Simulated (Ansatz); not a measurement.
Geometry optimisation, RKS B3LYP/cc-pVDZ in Ansatz.

Input:

```yaml
crystal:
  periodic: [false, false, false]
  atoms:
    - { symbol: C, position_ang: [-0.445, -1.1277, -1.2587] }
    - { symbol: B, position_ang: [-0.4701, -0.4618, 0.1915] }
    - { symbol: C, position_ang: [0.6693, -0.8311, 1.2095] }
    - { symbol: "N", position_ang: [2.0755, -0.3195, 0.7773] }
    - { symbol: S, position_ang: [-1.864, 0.6721, 0.7196] }
    - { symbol: P, position_ang: [-0.8108, 2.4596, 0.0796] }
    - { symbol: H, position_ang: [-1.4102, -1.6469, -1.4068] }
    - { symbol: H, position_ang: [-0.4015, -0.2502, -2.0273] }
    - { symbol: H, position_ang: [0.3694, -1.7527, -1.3736] }
    - { symbol: H, position_ang: [0.7514, -1.9352, 1.358] }
    - { symbol: H, position_ang: [0.4553, -0.3964, 2.2379] }
    - { symbol: H, position_ang: [1.9631, 0.7148, 0.6697] }
    - { symbol: H, position_ang: [2.1935, -0.7306, -0.1589] }
    - { symbol: H, position_ang: [-1.9693, 3.3346, 0.3293] }
    - { symbol: H, position_ang: [-1.1285, 2.2203, -1.3177] }
basis:
  gaussian: { orbitals: cc-pVDZ }
hamiltonian:
  xc: b3lyp
relax:
  f_tol: 0.015
  max_steps: 40
```

Command:

```bash
$ ansatz run input.yaml --threads 2 --pin off --max-ram 3072MiB --backend cpu --events-out ev --progress --plain --runs-dir out
```

Problem. Where does it end, and by what steps?

Solution. The run converged. The force dipped under the threshold on the way, but the program's further checks kept it going. After 29 steps the energy has fallen by 1.037 eV; H15 moved furthest, 2.00 Å.

```
step  energy less start (eV)  largest force component (eV/Å)  accepted
   0                  0.0000                           3.511       yes
   2                 -0.3931                           0.252       yes
   4                 -0.4303                           0.255       yes
   6                 -0.4753                           0.395       yes
   8                 -0.5319                           0.246       yes
  10                 -0.6148                           0.934       yes
  12                 -0.7913                           0.350       yes
  14                 -0.9059                           0.317       yes
  16                 -0.9984                           0.351       yes
  18                 -1.0204                           0.120       yes
  20                 -1.0325                           0.132       yes
  22                 -1.0348                           0.088       yes
  24                 -1.0361                           0.020       yes
  26                 -1.0365                           0.017       yes
  28                 -1.0367                           0.022       yes
  29                 -1.0368                           0.007       yes
```

```xyz
15
Properties=species:S:1:pos:R:3
C -0.182 -0.794 -1.297
B -0.167 -0.273 0.187
C 0.584 -1.075 1.332
N 2.046 -0.798 1.203
S -0.934 1.282 0.755
P -1.625 2.309 -1.049
H -1.113 -1.382 -1.433
H -0.196 -0.011 -2.071
H 0.650 -1.488 -1.507
H 0.441 -2.166 1.240
H 0.284 -0.807 2.358
H 2.200 0.212 1.262
H 2.362 -1.059 0.265
H -1.363 3.627 -0.545
H -3.009 2.374 -0.669
```

Whether the end is a true minimum wasn't checked by a vibrational analysis.

Run time: 2.3 min on 2 threads of Intel(R) Xeon(R) Platinum 8488C (Sapphire Rapids), on a shared host, peak memory 0.43 GiB.
